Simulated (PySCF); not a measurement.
**Basis-set dependence of population analyses: `O=C(O)c1ccoc1`**

Compound: C₅H₄O₃.
Numbering: `[O:1]=[C:2]([OH:3])[c:4]1[cH:5][cH:6][o:7][cH:8]1` (hydrogens: H9 on O3; H10 on C5; H11 on C6; H12 on C8)

PBE0 throughout (PySCF), one geometry, spherical d and f functions. Geometry: PBE0-D3(BJ)/def2-SVP, one conformer, isolated molecule. The first 7 of 12 kinds of atom are listed.

Mulliken charges (e):

| basis | functions | O1 | C2 | O3 | C4 | C5 | C6 | O7 |
| --- | --- | --- | --- | --- | --- | --- | --- | --- |
| STO-3G | 44 | -0.246 | +0.229 | -0.255 | -0.059 | -0.115 | 0.000 | -0.125 |
| pcSseg-0 | 80 | -0.503 | +0.739 | -0.604 | -0.409 | -0.180 | +0.102 | -0.617 |
| 6-31G | 80 | -0.408 | +0.444 | -0.567 | -0.126 | -0.122 | +0.038 | -0.475 |
| 6-31G* | 120 | -0.455 | +0.541 | -0.609 | -0.060 | -0.221 | +0.046 | -0.392 |
| cc-pVDZ | 132 | -0.257 | +0.180 | -0.174 | -0.082 | -0.055 | +0.120 | -0.160 |
| def2-SVP | 132 | -0.241 | +0.237 | -0.201 | -0.156 | -0.034 | +0.122 | -0.218 |
| pcSseg-1 | 156 | -0.413 | +0.537 | -0.359 | -0.341 | -0.107 | +0.173 | -0.350 |
| aug-cc-pVDZ | 220 | -0.649 | +1.026 | -0.633 | +0.767 | +0.752 | +0.263 | -0.505 |
| 6-311+G(2d,p) | 240 | -0.508 | +0.237 | -0.394 | +0.574 | -0.169 | +0.067 | -0.253 |
| def2-TZVP | 272 | -0.326 | +0.280 | -0.367 | +0.015 | -0.245 | +0.018 | -0.168 |
| cc-pVTZ | 296 | -0.322 | +0.290 | -0.244 | -0.044 | -0.207 | -0.008 | -0.116 |
| IGLO-III | 320 | -0.466 | +0.466 | -0.398 | +0.005 | -0.147 | +0.055 | -0.237 |

IAO charges (e):

| basis | functions | O1 | C2 | O3 | C4 | C5 | C6 | O7 |
| --- | --- | --- | --- | --- | --- | --- | --- | --- |
| STO-3G | 44 | -0.258 | +0.265 | -0.292 | -0.121 | -0.183 | -0.043 | -0.082 |
| pcSseg-0 | 80 | -0.443 | +0.473 | -0.450 | -0.131 | -0.199 | -0.005 | -0.200 |
| 6-31G | 80 | -0.448 | +0.472 | -0.463 | -0.113 | -0.200 | -0.016 | -0.201 |
| 6-31G* | 120 | -0.474 | +0.527 | -0.479 | -0.124 | -0.201 | +0.008 | -0.215 |
| cc-pVDZ | 132 | -0.467 | +0.522 | -0.478 | -0.126 | -0.206 | +0.005 | -0.210 |
| def2-SVP | 132 | -0.467 | +0.519 | -0.474 | -0.127 | -0.201 | +0.009 | -0.209 |
| pcSseg-1 | 156 | -0.478 | +0.528 | -0.482 | -0.128 | -0.205 | +0.005 | -0.215 |
| aug-cc-pVDZ | 220 | -0.484 | +0.535 | -0.495 | -0.126 | -0.210 | +0.004 | -0.216 |
| 6-311+G(2d,p) | 240 | -0.485 | +0.536 | -0.496 | -0.126 | -0.209 | +0.004 | -0.218 |
| def2-TZVP | 272 | -0.486 | +0.540 | -0.495 | -0.127 | -0.209 | +0.006 | -0.219 |
| cc-pVTZ | 296 | -0.483 | +0.538 | -0.494 | -0.127 | -0.209 | +0.005 | -0.217 |
| IGLO-III | 320 | -0.486 | +0.537 | -0.496 | -0.127 | -0.210 | +0.005 | -0.219 |

Hirshfeld charges (e):

```json
{"basis": "STO-3G", "functions": "44", "O1": "-0.213", "C2": "+0.164", "O3": "-0.133", "C4": "-0.059", "C5": "-0.064", "C6": "+0.007", "O7": "-0.011"}
{"basis": "pcSseg-0", "functions": "80", "O1": "-0.274", "C2": "+0.200", "O3": "-0.174", "C4": "-0.063", "C5": "-0.080", "C6": "+0.008", "O7": "-0.044"}
{"basis": "6-31G", "functions": "80", "O1": "-0.285", "C2": "+0.202", "O3": "-0.180", "C4": "-0.053", "C5": "-0.075", "C6": "+0.008", "O7": "-0.064"}
{"basis": "6-31G*", "functions": "120", "O1": "-0.289", "C2": "+0.197", "O3": "-0.174", "C4": "-0.051", "C5": "-0.077", "C6": "+0.009", "O7": "-0.057"}
{"basis": "cc-pVDZ", "functions": "132", "O1": "-0.273", "C2": "+0.191", "O3": "-0.164", "C4": "-0.059", "C5": "-0.082", "C6": "+0.006", "O7": "-0.036"}
{"basis": "def2-SVP", "functions": "132", "O1": "-0.279", "C2": "+0.200", "O3": "-0.168", "C4": "-0.059", "C5": "-0.083", "C6": "+0.009", "O7": "-0.042"}
{"basis": "pcSseg-1", "functions": "156", "O1": "-0.281", "C2": "+0.201", "O3": "-0.170", "C4": "-0.059", "C5": "-0.082", "C6": "+0.011", "O7": "-0.053"}
{"basis": "aug-cc-pVDZ", "functions": "220", "O1": "-0.278", "C2": "+0.196", "O3": "-0.171", "C4": "-0.059", "C5": "-0.082", "C6": "+0.011", "O7": "-0.060"}
{"basis": "6-311+G(2d,p)", "functions": "240", "O1": "-0.281", "C2": "+0.193", "O3": "-0.170", "C4": "-0.061", "C5": "-0.080", "C6": "+0.012", "O7": "-0.062"}
{"basis": "def2-TZVP", "functions": "272", "O1": "-0.281", "C2": "+0.195", "O3": "-0.172", "C4": "-0.058", "C5": "-0.081", "C6": "+0.010", "O7": "-0.057"}
{"basis": "cc-pVTZ", "functions": "296", "O1": "-0.279", "C2": "+0.196", "O3": "-0.171", "C4": "-0.057", "C5": "-0.082", "C6": "+0.009", "O7": "-0.052"}
{"basis": "IGLO-III", "functions": "320", "O1": "-0.279", "C2": "+0.196", "O3": "-0.172", "C4": "-0.058", "C5": "-0.081", "C6": "+0.011", "O7": "-0.059"}
```

ESP-fitted charges (e):

```
        basis  functions      O1      C2      O3      C4      C5      C6      O7
       STO-3G         44  -0.404  +0.578  -0.457  -0.148  -0.207  +0.071  -0.120
     pcSseg-0         80  -0.602  +0.832  -0.651  -0.174  -0.337  +0.109  -0.276
        6-31G         80  -0.589  +0.759  -0.653  -0.097  -0.314  +0.093  -0.261
       6-31G*        120  -0.504  +0.550  -0.539  +0.017  -0.311  -0.012  -0.135
      cc-pVDZ        132  -0.491  +0.539  -0.502  -0.010  -0.296  -0.025  -0.112
     def2-SVP        132  -0.518  +0.587  -0.525  -0.023  -0.312  +0.015  -0.147
     pcSseg-1        156  -0.541  +0.620  -0.549  -0.028  -0.332  +0.006  -0.155
  aug-cc-pVDZ        220  -0.530  +0.542  -0.531  +0.099  -0.364  -0.003  -0.133
6-311+G(2d,p)        240  -0.526  +0.535  -0.543  +0.101  -0.351  -0.032  -0.122
    def2-TZVP        272  -0.523  +0.533  -0.536  +0.092  -0.351  -0.020  -0.121
      cc-pVTZ        296  -0.511  +0.521  -0.520  +0.079  -0.336  -0.025  -0.115
     IGLO-III        320  -0.521  +0.514  -0.529  +0.118  -0.357  -0.020  -0.124
```

Which scheme is steadiest as the basis changes?

Largest range over the bases for any column: Hirshfeld 0.08 e, IAO 0.28 e, ESP-fitted 0.32 e, Mulliken 1.18 e. Hirshfeld charges move least and Mulliken charges most, counted in e. Without the minimal STO-3G basis the ranges are Hirshfeld 0.03, IAO 0.07, ESP-fitted 0.32, Mulliken 1.18 e.

How much do the charges still move between the two largest bases, cc-pVTZ and IGLO-III?

At most, over all atoms: Mulliken 0.175 e, IAO 0.003 e, Hirshfeld 0.007 e, ESP-fitted 0.039 e.

What do the same runs give for the total energy, the frontier levels and the dipole moment?

| basis | energy (Eh) | HOMO (eV) | LUMO (eV) | μ (D) |
| --- | --- | --- | --- | --- |
| STO-3G | -412.6836 | -4.38 | 2.38 | 1.02 |
| pcSseg-0 | -417.1512 | -7.45 | -1.04 | 1.83 |
| 6-31G | -417.9922 | -7.16 | -0.88 | 1.87 |
| 6-31G* | -418.1339 | -6.88 | -0.59 | 1.86 |
| cc-pVDZ | -418.1775 | -6.98 | -0.68 | 1.82 |
| def2-SVP | -417.8395 | -7.11 | -0.81 | 1.86 |
| pcSseg-1 | -418.1039 | -7.21 | -0.97 | 1.95 |
| aug-cc-pVDZ | -418.2057 | -7.17 | -1.07 | 2.03 |
| 6-311+G(2d,p) | -418.2707 | -7.17 | -1.09 | 2.02 |
| def2-TZVP | -418.3091 | -7.14 | -0.98 | 1.99 |
| cc-pVTZ | -418.2938 | -7.10 | -0.91 | 1.96 |
| IGLO-III | -418.3143 | -7.16 | -1.06 | 2.03 |

The dipole is fixed by the density alone, so its range of 1.01 D shows that the density itself changes with the basis, not only its division among atoms.
